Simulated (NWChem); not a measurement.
System: CdH$_{2}$O$_{2}$; SMILES [OH][Cd][OH]

Input file for NWChem:

```
start job
memory heap 200 mb stack 900 mb global 1100 mb
geometry units angstroms noautoz
  Cd     0.000005     0.000001     0.051236
  O     -1.952210    -0.141330    -0.036871
  H     -2.369800     0.398043     0.644122
  O      1.952207     0.141331    -0.036874
  H      2.369798    -0.398045     0.644124
end
basis spherical
  * library def2-svp
end
ecp
  Cd library def2-ecp
end
dft
  xc mn15
  grid xcoarse
  iterations 150
  mulliken
end
task dft gradient
```

Parts of the log:

```
             Northwest Computational Chemistry Package (NWChem) 7.3.0
             --------------------------------------------------------

 C2  symmetry detected

                             Geometry "geometry" -> ""
                             -------------------------

 Output coordinates in angstroms (scale by  1.889725989 to convert to a.u.)

  No.       Tag          Charge          X              Y              Z
 ---- ---------------- ---------- -------------- -------------- --------------
    1 Cd                  48.0000     0.00000000     0.00000000     0.00339336
    2 O                    8.0000    -1.95692193    -0.03935594    -0.08471514
    3 H                    1.0000    -2.34582310     0.52105691     0.59628036
    4 O                    8.0000     1.95692193     0.03935594    -0.08471514
    5 H                    1.0000     2.34582310    -0.52105691     0.59628036

 Effective nuclear repulsion energy (a.u.)     247.4279124208

      Symmetry information
      --------------------

 Group name             C2
 Group number              4
 Group order               2
 No. of unique centers     3

                                 NWChem DFT Module
                                 -----------------

 Summary of "ao basis" -> "ao basis" (spherical)
 ------------------------------------------------------------------------------
       Tag                 Description            Shells   Functions and Types
 ---------------- ------------------------------  ------  ---------------------
 Cd                         def2-svp                11       31   5s3p2d1f
 O                          def2-svp                 6       14   3s2p1d
 H                          def2-svp                 3        5   2s1p

      Symmetry analysis of basis
      --------------------------

        a          36
        b          33

            General Information
            -------------------
          SCF calculation type: DFT
          Wavefunction type:  closed shell.
          No. of atoms     :     5
          No. of electrons :    38
           Alpha electrons :    19
            Beta electrons :    19
          Charge           :     0
          Spin multiplicity:     1
          Use of symmetry is: on ; symmetry adaption is: on
          Maximum number of iterations: 150
          AO basis - number of functions:    69
                     number of shells:    29
          Convergence on energy requested:  1.00D-06
          Convergence on density requested:  1.00D-05
          Convergence on gradient requested:  5.00D-04

              XC Information
              --------------
                         MN15 Method XC Functional
                     Hartree-Fock (Exact) Exchange  0.440
                          MN15 Exchange Functional  1.000
                        MN15 Correlation Potential  1.000

             Grid Information
             ----------------
          Grid used for XC integration:  xcoarse
          Radial quadrature: Mura-Knowles
          Angular quadrature: Lebedev.
          Tag              B.-S. Rad. Rad. Pts. Rad. Cut. Ang. Pts.
          ---              ---------- --------- --------- ---------
          Cd                  1.55       84           8.0       194
          O                   0.60       21          11.0       194
          H                   0.35       21          11.0       194
          Grid pruning is: on
          Number of quadrature shells:   126
          Spatial weights used:  Erf1

      Superposition of Atomic Density Guess
      -------------------------------------

 Sum of atomic energies:        -342.35455178

      Non-variational initial energy
      ------------------------------

 Total energy =    -317.491770
 1-e energy   =    -732.193264
 2-e energy   =     300.244645
 HOMO         =      -0.445900
 LUMO         =      -0.096863

      Symmetry analysis of molecular orbitals - initial
      -------------------------------------------------

  Numbering of irreducible representations:

     1 a           2 b

  Orbital symmetries:

     1 a           2 b           3 a           4 b           5 a
     6 b           7 a           8 b           9 a          10 b
    11 a          12 b          13 a          14 b          15 a
    16 b          17 a          18 b          19 a          20 a
    21 b          22 a          23 b          24 a          25 b
    26 a          27 a          28 b          29 b

     ---------------------------------------------
      Total Density - Mulliken Population Analysis
     ---------------------------------------------

    Atom       Charge   Shell Charges
 -----------   ------   -------------------------------------------------------
    1 Cd  20    18.73  -0.37  1.62  0.75  0.43  0.16  5.95  0.15  0.06  9.11  0.86  0.00
    2 O    8     8.97   1.99  1.11  0.69  3.10  2.07  0.00
    3 H    1     0.67   0.54  0.07  0.06
    4 O    8     8.97   1.99  1.11  0.69  3.10  2.07  0.00
    5 H    1     0.67   0.54  0.07  0.06

   convergence    iter        energy       DeltaE   RMS-Dens  Diis-err
 ---------------- ----- ----------------- --------- --------- ---------
 d= 0,ls=0.0,diis     1   -318.6319893176 -4.33D+02  2.45D-02  1.22D+00
 d= 0,ls=0.0,diis     2   -318.5065977518  1.25D-01  1.31D-02  2.70D+00
 d= 0,ls=0.0,diis     3   -318.7655086730 -2.59D-01  2.31D-03  3.39D-02
 d= 0,ls=0.0,diis     4   -318.7683734480 -2.86D-03  6.08D-04  3.27D-03
 d= 0,ls=0.0,diis     5   -318.7686939567 -3.21D-04  1.52D-04  1.59D-04
  Resetting Diis
 d= 0,ls=0.0,diis     6   -318.7687082716 -1.43D-05  4.27D-05  2.15D-06
 d= 0,ls=0.0,diis     7   -318.7687087003 -4.29D-07  4.93D-06  4.16D-08

         Total DFT energy =     -318.768708700338
      One electron energy =     -733.618858795390
           Coulomb energy =      333.249491110948
    Exchange-Corr. energy =      -32.856190258983
 Nuclear repulsion energy =      114.456849243087

 Numeric. integr. density =       37.994614033921

                  Occupations of the irreducible representations
                  ----------------------------------------------

                     irrep           alpha         beta
                     --------     --------     --------
                     a                10.0         10.0
                     b                 9.0          9.0

                       DFT Final Molecular Orbital Analysis
                       ------------------------------------

 Vector   17  Occ=2.000000D+00  E=-3.372449D-01  Symmetry=b
              MO Center=  1.9D-14, -4.7D-15, -6.9D-02, r^2= 4.5D+00
   Bfn.  Coefficient  Atom+Function         Bfn.  Coefficient  Atom+Function
  ----- ------------  ---------------      ----- ------------  ---------------
    35      0.338226  2 O  px                54      0.338226  4 O  px
    36      0.254836  2 O  py                55      0.254836  4 O  py
    38      0.247959  2 O  px                57      0.247959  4 O  px
    39      0.193265  2 O  py                58      0.193265  4 O  py
     6      0.152688  1 Cd px                 9     -0.140196  1 Cd px

 Vector   18  Occ=2.000000D+00  E=-3.205385D-01  Symmetry=b
              MO Center= -2.1D-13,  5.8D-16, -9.8D-02, r^2= 4.3D+00
   Bfn.  Coefficient  Atom+Function         Bfn.  Coefficient  Atom+Function
  ----- ------------  ---------------      ----- ------------  ---------------
    37      0.341828  2 O  pz                56     -0.341828  4 O  pz
    40      0.246183  2 O  pz                59     -0.246183  4 O  pz
    36     -0.241362  2 O  py                55     -0.241362  4 O  py
    18     -0.196507  1 Cd d  1              39     -0.193083  2 O  py
    58     -0.193083  4 O  py                35      0.123550  2 O  px

 Vector   19  Occ=2.000000D+00  E=-3.166948D-01  Symmetry=a
              MO Center=  2.1D-13, -1.8D-16, -6.3D-02, r^2= 4.3D+00
   Bfn.  Coefficient  Atom+Function         Bfn.  Coefficient  Atom+Function
  ----- ------------  ---------------      ----- ------------  ---------------
    36      0.373273  2 O  py                55     -0.373273  4 O  py
    39      0.275095  2 O  py                58     -0.275095  4 O  py
    37     -0.225041  2 O  pz                56     -0.225041  4 O  pz
    15      0.219679  1 Cd d -2              40     -0.180834  2 O  pz
    59     -0.180834  4 O  pz                14     -0.076820  1 Cd pz

 Vector   20  Occ=0.000000D+00  E=-1.908782D-02  Symmetry=a
              MO Center= -2.9D-15, -7.4D-16,  4.4D-01, r^2= 4.3D+00
   Bfn.  Coefficient  Atom+Function         Bfn.  Coefficient  Atom+Function
  ----- ------------  ---------------      ----- ------------  ---------------
     5      0.786634  1 Cd s                 19      0.288237  1 Cd d  2
    34     -0.271165  2 O  s                 53     -0.271165  4 O  s
     4      0.246286  1 Cd s                  2     -0.241328  1 Cd s
    35     -0.238160  2 O  px                54      0.238160  4 O  px
    38     -0.199690  2 O  px                57      0.199690  4 O  px

 Vector   21  Occ=0.000000D+00  E= 3.191540D-02  Symmetry=b
              MO Center= -7.6D-15,  1.7D-14,  7.1D-03, r^2= 5.5D+00
   Bfn.  Coefficient  Atom+Function         Bfn.  Coefficient  Atom+Function
  ----- ------------  ---------------      ----- ------------  ---------------
    13      0.841681  1 Cd py                10      0.316125  1 Cd py
     7     -0.252704  1 Cd py                12     -0.159537  1 Cd px
    36     -0.155536  2 O  py                55     -0.155536  4 O  py
    39     -0.143635  2 O  py                58     -0.143635  4 O  py
    47     -0.049415  3 H  s                 66      0.049415  5 H  s

 Vector   22  Occ=0.000000D+00  E= 3.376605D-02  Symmetry=a
              MO Center=  3.9D-15, -1.8D-14, -3.8D-01, r^2= 5.2D+00
   Bfn.  Coefficient  Atom+Function         Bfn.  Coefficient  Atom+Function
  ----- ------------  ---------------      ----- ------------  ---------------
    14      0.829124  1 Cd pz                11      0.317964  1 Cd pz
     8     -0.251537  1 Cd pz                 4     -0.185743  1 Cd s
    34      0.147139  2 O  s                 53      0.147139  4 O  s
    37     -0.121148  2 O  pz                56     -0.121148  4 O  pz
    40     -0.108092  2 O  pz                59     -0.108092  4 O  pz

     ---------------------------------------------
      Total Density - Mulliken Population Analysis
     ---------------------------------------------

    Atom       Charge   Shell Charges
 -----------   ------   -------------------------------------------------------
    1 Cd  20    19.40  -0.38  1.65  0.73  0.78  0.10  5.93  0.39  0.19  8.96  1.05  0.00
    2 O    8     8.47   1.99  1.05  0.72  2.85  1.86  0.01
    3 H    1     0.82   0.69  0.07  0.07
    4 O    8     8.47   1.99  1.05  0.72  2.85  1.86  0.01
    5 H    1     0.82   0.69  0.07  0.07

     -------------------------------------------
      Total Density - Lowdin Population Analysis
     -------------------------------------------

    Atom       Charge   Shell Charges
 -----------   ------   -------------------------------------------------------
    1 Cd  20    19.53   0.01  1.00  0.94  0.59  0.25  5.60  0.74  0.29  8.61  1.50  0.00
    2 O    8     8.30   1.97  0.88  0.65  2.70  2.08  0.01
    3 H    1     0.93   0.57  0.18  0.19
    4 O    8     8.30   1.97  0.88  0.65  2.70  2.08  0.01
    5 H    1     0.93   0.57  0.18  0.19

     Multipole analysis of the density
     ---------------------------------

     L   x y z        total         alpha         beta         nuclear
     -   - - -        -----         -----         ----         -------
     0   0 0 0     -0.000000    -19.000000    -19.000000     38.000000

     1   1 0 0     -0.000000     -0.000000     -0.000000     -0.000000
     1   0 1 0      0.000000      0.000000      0.000000      0.000000
     1   0 0 1      0.860207      0.519879      0.519879     -0.179551

     2   2 0 0    -28.806582   -143.458818   -143.458818    258.111055
     2   1 1 0     -3.625327      0.352028      0.352028     -4.329383
     2   1 0 1      0.000000      0.000000      0.000000      0.000000
     2   0 2 0    -22.156422    -12.092006    -12.092006      2.027589
     2   0 1 1     -0.000000     -0.000000     -0.000000      0.000000
     2   0 0 2    -21.822301    -12.386281    -12.386281      2.950261

            General Information
            -------------------
          SCF calculation type: DFT
          Wavefunction type:  closed shell.
          No. of atoms     :     5
          No. of electrons :    38
           Alpha electrons :    19
            Beta electrons :    19
          Charge           :     0
          Spin multiplicity:     1
          Use of symmetry is: on ; symmetry adaption is: on
          Maximum number of iterations: 150
          AO basis - number of functions:    69
                     number of shells:    29
          Convergence on energy requested:  1.00D-06
          Convergence on density requested:  1.00D-05
          Convergence on gradient requested:  5.00D-04

              XC Information
              --------------
                         MN15 Method XC Functional
                     Hartree-Fock (Exact) Exchange  0.440
                          MN15 Exchange Functional  1.000
                        MN15 Correlation Potential  1.000

             Grid Information
             ----------------
          Grid used for XC integration:  xcoarse
          Radial quadrature: Mura-Knowles
          Angular quadrature: Lebedev.
          Tag              B.-S. Rad. Rad. Pts. Rad. Cut. Ang. Pts.
          ---              ---------- --------- --------- ---------
          Cd                  1.55       84           8.0       194
          O                   0.60       21          11.0       194
          H                   0.35       21          11.0       194
          Grid pruning is: on
          Number of quadrature shells:   126
          Spatial weights used:  Erf1

          Convergence Information
          -----------------------
          Convergence aids based upon iterative change in
          total energy or number of iterations.
          Levelshifting, if invoked, occurs when the
          HOMO/LUMO gap drops below (HL_TOL):  1.00D-02
          DIIS, if invoked, will attempt to extrapolate
          using up to (NFOCK): 10 stored Fock matrices.

                    Damping( 0%)  Levelshifting(0.5)       DIIS
                  --------------- ------------------- ---------------
          dE  on:    start            ASAP                start
          dE off:    2 iters        150 iters           150 iters

                            NWChem DFT Gradient Module
                            --------------------------

  charge          =   0.00
  wavefunction    = closed shell

  Using symmetry

                         DFT ENERGY GRADIENTS

    atom               coordinates                        gradient
                 x          y          z           x          y          z
   1 Cd      0.000000   0.000000   0.006413    0.000000   0.000000   0.001238
   2 O      -3.698046  -0.074372  -0.160088   -0.009294   0.002336   0.002526
   3 H      -4.432963   0.984655   1.126806    0.002226  -0.002599  -0.003145
   4 O       3.698046   0.074372  -0.160088    0.009294  -0.002336   0.002526
   5 H       4.432963  -0.984655   1.126806   -0.002226   0.002599  -0.003145
```

Level: MN15/def2-SVP with def2 effective core potentials on Cd. Structure relaxed at the PBE0/def2-SVP level. def2 effective core potentials on Cd; no spin-orbit coupling.
